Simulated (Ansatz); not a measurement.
Reaction (substitution at a C–F bond): `FC[SiH2][SiH3]` + H₂Te → `[SiH3][SiH2]C[TeH]` + H–F

Calculated with Ansatz (gas phase, PBE0-D4/def2-TZVP geometries, no zero-point term in ΔE). CCSD(T)/CBS adds triple-zeta CCSD(T) − MP2 to the extrapolated MP2 energy (def2 sets, frozen cores). This one scheme is used for every species. DFT in def2-TZVPP. Elements past krypton have def2 core potentials. For Te outer-core shells are correlated without core-valence functions, which leaves a few kJ/mol of doubt a bond. Each species was taken in one conformer, which may not be the lowest.

CCSD(T)/CBS gives -22.7 kcal/mol.

Problem. Another level gave -18.0 kcal/mol. Which?
A. HF/def2-TZVPP
B. PBE-D4/def2-TZVPP
C. MP2/def2-TZVPP
D. B2PLYP/def2-TZVPP

Solution. B. PBE-D4 -18.0, B2PLYP -16.7, HF/def2-TZVPP -10.8, MP2/def2-TZVPP -24.9 kcal/mol.

Largest T1 diagnostic among the species: 0.012.

In def2-TZVPP, CCSD(T) changes the Hartree–Fock value by −9.3 kcal/mol (the triples alone add −1.4 kcal/mol) and MP2 by −14.0 kcal/mol. The D4 term adds −4.2 kcal/mol with B3LYP and −2.3 kcal/mol with PBE0; it sums over pairs of atoms, weighted by their polarisabilities, and B3LYP, whose exchange is more repulsive, gets the larger term. From PBE to PBE0 (25 % exact exchange), in def2-TZVPP and without D4, ΔE moves by −1.1 kcal/mol.

B3LYP here is the variant with VWN-RPA as its local correlation; programs differ in this.
